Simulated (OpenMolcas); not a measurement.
# Levels of Os+ by method

```
Program             : OpenMolcas 26.06
Basis               : ANO-RCC-VTZP [8s7p5d3f2g1h]
Scalar Hamiltonian  : DKH2, point nucleus
Active space        : 7 electrons in 6 orbitals (5d 6s)
State averaging     : 2S+1 = 6 even, 6 roots; 2S+1 = 4 even, 67 roots; 2S+1 = 2 even, 98 roots
Spin-orbit coupling : RASSI with atomic mean-field integrals over the reference wave functions, term energies averaged over their components
```

Methods on the same reference wave functions:
A. CASSCF
B. SS-CASPT2, IPEA 0.25 Eh, imaginary shift 0.1 Eh (closed shells correlated: 5s 5p)
C. MS-CASPT2, IPEA 0.25 Eh, imaginary shift 0.1 Eh (closed shells correlated: 5s 5p)

Energies in cm-1 above 5d6 6s 6D 9/2, the measured ground level; measured values from NIST Handbook of Basic Atomic Spectroscopic Data.

```csv
Level,A,B,C,Measured
5d6 6s 6D 9/2,0.0,0.0,0.0,0.0
5d6 6s 6D 7/2,3506,3630,3500,3593
5d6 6s 6D 5/2 [61 %],4746,3980,4110,3929
5d6 6s 6D 3/2,6204,5790,5820,5592
5d6 6s 6D 1/2,7159,6930,6980,6637
5d7 4F 9/2 [74 %],13588,9630,8020,
5d5 6s2 6S 5/2 [54 %],16454,7020,6690,
5d7 4F 5/2 [60 %],19149,15110,14740,
5d7 4F 7/2 [54 %],19357,15070,13930,
5d6 6s 4H 13/2,21786,19900,19630,
5d6 6s 4P 1/2(1) [69 %],22069,18220,16330,
5d6 6s 4D 5/2(1) [68 %],23397,18760,17890,
5d6 6s 4D 1/2(1) [63 %],24292,19530,19090,
5d6 6s 4D 5/2(2) [57 %],32122,27450,27040,
5d6 6s 4F 3/2 [63 %],32677,28160,27190,
```

Deviations, from unrounded energies. A percentage is the sum of absolute deviations over the sum of measured energies, with the sign that they share, or ± where signs differ.

```csv
Against measurement,Levels,A,B,C
mean absolute deviation (cm-1),4,510,140,210
fine structure of the ground term (%),4,±10.3,+2.9,±4.3
```

B lies closest to measurement on these levels and A furthest from it. The largest miss of B in the table is 5d6 6s 6D 1/2, by +290 cm-1. The ranking rests on the paired levels alone, and a cruder setting can come out closer through cancelling errors.

Between B and C the level of the table that moves most is 5d6 6s 4P 1/2(1) [69 %], by 1900 cm-1 (lowest in C, highest in B). Moves below CASPT2's spread within the term are not significant.

The mean deviations of B to C differ by less than CASPT2's widest spread within a term (440 cm-1), so their order carries little weight.

From A to B the spin-free energies of the other terms of 5d6 6s shown, above 6D, scale by factors of 0.68 to 0.89.

The lowest spin-free term lies below A's lowest term by 0.396 hartree in B, 0.396 hartree in C.

Term energies are means over components that CASPT2 splits; among the terms shown or strongly mixed into the levels shown the widest spread is 440 cm-1 (5d7 4F, C). Configurations are named by rounded mean occupations; where the s occupation lies near a half they are strongly mixed, a name can repeat and a true partner stay unpaired. A single d shell beside an s shell can misplace configurations of different d count against each other. Without dynamic correlation excited terms often stand tens of per cent too high (terms of higher spin than the ground term too low), and those without a measured partner can miss by more than the paired ones (holds for A). The CASPT2 spread within a term exceeds the gap to the next term for 5d7 4F and 5d6 6s 4P(1), so the order of their levels is uncertain, and so are names and mixing where such terms share a J (holds for B; C). Blocks of more than 70 roots (2S+1 = 2 even) ran without multistate coupling (holds for C). Some levels mix across a computed gap that differs much from the measured one, so their mixing is not that of the real levels (holds for C). Computed and measured levels are paired by configuration, term and J; levels that our copy of the source lacks, or whose pairing is in doubt (as where it misses far off the trend of its configuration), stay unpaired and out of the deviations. Levels of configurations outside the active space are missing. Levels that lie high or do not pair safely by name in every column are left out.

A share in square brackets marks a mixed level and gives the weight of the term that names it, the lowest over the columns. A number in round brackets counts repeated terms of one configuration in the order of the reference energies.
